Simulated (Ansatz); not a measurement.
`[CH3][GeH2][SH]` + H• → `[CH3][GeH][SH]`• + H₂ at 500 K and 1 bar (hydrogen abstraction from a Ge–H bond).

Program: Ansatz. Geometries: PBE0-D4/def2-TZVP. ΔE: electronic, gas phase. CBS: MP2 limit from def2 TZ/QZ plus the TZ coupled-cluster correction, frozen cores. This one scheme is used for every species, atoms too. Open shells (•) are unrestricted, without spin–orbit coupling. For Ge outer-core shells are correlated without core-valence functions, so the limit isn't a true one: a few kJ/mol of doubt a bond, and 10 to 20 or more in all where bonds break to atoms. Scalar relativity is left out up to krypton. Each species was taken in one conformer, which may not be the lowest.

```
          species  CCSD(T)/CBS energy (Eh)  H − E (kJ/mol)  S (J/(mol·K))
`[CH3][GeH2][SH]`              -2515.57584           202.4          383.4
               H•                 -0.50000            10.4          125.5
`[CH3][GeH][SH]`•              -2514.93424           177.0          379.5
               H₂                 -1.17544            41.0          145.5
```

H − E and S are ideal-gas, rigid-rotor, harmonic terms from PBE0-D4/def2-TZVP, for one conformer and one mirror image of each species, with the whole ground term of open shells counted as degenerate. The MP2-based limit puts H₂ 0.8 mEh under its directly extrapolated value; such offsets cancel only in part. 1 Eh = 2625.50 kJ/mol, R = 8.31446 J/(mol·K).

Question: By hand: ΔE, ΔH, ΔS and ΔG.

Answer: ΔE = (-2514.93424) + (-1.17544) − (-2515.57584) − (-0.50000) = -0.03384 Eh = -88.8 kJ/mol. Δ(H − E) = 177.0 + 41.0 − 202.4 − 10.4 = 5.2, so ΔH = -83.6 kJ/mol. ΔS = 379.5 + 145.5 − 383.4 − 125.5 = 16.1 J/(mol·K). ΔG = -83.6 − 500 × (16.1)/1000 = -91.6 kJ/mol.

Question: By hand: the equilibrium constant, and the temperature at which ΔG would vanish if ΔH and ΔS stayed fixed.

Answer: log₁₀ K = −ΔG/(RT ln 10) = 9.6. ΔH and −TΔS have one sign here, so there is no such temperature.

ΔH outweighs TΔS. A doubt of 5 kJ/mol in ΔE shifts log₁₀ K by 0.5 here. Other conformers and mirror images would add mixing entropy, several J/(mol·K) or more a flexible species. These are equilibria of isolated gas molecules and say nothing of rates. Largest T1 diagnostic: 0.013 (customary marks: 0.02 for closed shells, 0.045 for open ones).
